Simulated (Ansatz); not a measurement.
Consider the ligand exchange at the Si–C bond: `F[SiH2]C1C=NC1` + `C[NH][GeH3]` → `C[N]([GeH3])[SiH2]F` + `C1=NCC1`.

Computed with Ansatz on PBE0-D4/def2-TZVP structures; ΔE is electronic, products minus reactants. CCSD(T)/CBS adds triple-zeta CCSD(T) − MP2 to the extrapolated MP2 energy (def2 sets, frozen cores). Functionals use def2-TZVPP. B3LYP here is the variant with VWN-RPA as its local correlation; programs differ in this. For Ge outer-core shells are correlated without core-valence functions, which leaves a few kJ/mol of doubt a bond. Scalar relativity is left out up to krypton. One conformer a species, not always the lowest.

Question: Is it downhill or uphill in electronic energy at CCSD(T)/CBS, and by how much? (An estimate is asked.)

Answer: The calculation gave: Downhill: ΔE = -0.85 eV.

Question: What do these levels give: PBE-D4, r2SCAN-D4, B2PLYP, PBE, B3LYP, HF/def2-TZVPP, MP2/def2-TZVPP, CCSD/def2-TZVPP, HF/def2-QZVPP, MP2/def2-QZVPP, SCS-MP2/def2-QZVPP, HF/CBS(def2)? (An estimate is asked.)

Answer: Computed: PBE-D4 -0.75, r2SCAN-D4 -0.80, B2PLYP -0.84, PBE -0.73, B3LYP -0.81, HF/def2-TZVPP -0.89, MP2/def2-TZVPP -0.87, CCSD/def2-TZVPP -0.87, HF/def2-QZVPP -0.90, MP2/def2-QZVPP -0.86, SCS-MP2/def2-QZVPP -0.87, HF/CBS(def2) -0.90 eV.

Largest T1 diagnostic among the species: 0.012.

From PBE to PBE0 (25 % exact exchange), in def2-TZVPP and without D4, ΔE moves by −0.04 eV.
